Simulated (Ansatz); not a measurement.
Stepwise reaction of `C[SiH2]Br` with water, as a gas-phase model of exchange steps in deposition or etching. ΔE in kJ/mol; ΔG adds harmonic PBE0-D4 terms to CCSD(T)/CBS, at 1 bar.

Calculated with Ansatz (gas phase, PBE0-D4/def2-TZVP geometries, no zero-point term in ΔE). CCSD(T)/CBS is the MP2 limit (def2-TZVPP, def2-QZVPP) plus CCSD(T) − MP2 in def2-TZVPP, frozen cores. This one scheme is used for every species. Functionals use def2-TZVPP. B3LYP here is the variant with VWN-RPA as its local correlation; programs differ in this. For Br outer-core shells are correlated without core-valence functions, which leaves a few kJ/mol of doubt a bond. Scalar relativity is left out up to krypton. One conformer a species, not always the lowest.

| step | reaction | PBE-D4 | B3LYP-D4 | ωB97M-V | CCSD(T)/CBS | ΔG(400 K) |
| --- | --- | --- | --- | --- | --- | --- |
| 2 | `C[SiH](O)Br` + H₂O → `C[Si](O)(O)Br` + H₂ | -94.3 | -100.3 | -101.1 | -96.5 | -96.4 |

(1) Give the row of step 1, `C[SiH2]Br` + H₂O → `C[SiH](O)Br` + H₂. (Estimate.)

(2) By hand: ΔE of the 2 steps together at CCSD(T)/CBS.

## Answers

(1) Computed: 
```
step                                reaction  PBE-D4  B3LYP-D4  ωB97M-V  CCSD(T)/CBS  ΔG(400 K)
   1  `C[SiH2]Br` + H₂O → `C[SiH](O)Br` + H₂   -80.0     -85.6    -85.9        -82.3      -82.5
```

(2) (-82.3) + (-96.5) = -178.8 kJ/mol, or -89.4 kJ/mol a step.

In ΔE each step is lower than the one before. All are downhill at CCSD(T)/CBS. ΔG lies between -96.4 and -82.5 kJ/mol a step. PBE-D4 differs from CCSD(T)/CBS by 2.2 to 2.3 kJ/mol a step. Isolated molecules leave out the surface, adducts and barriers. Largest T1 diagnostic: 0.009.
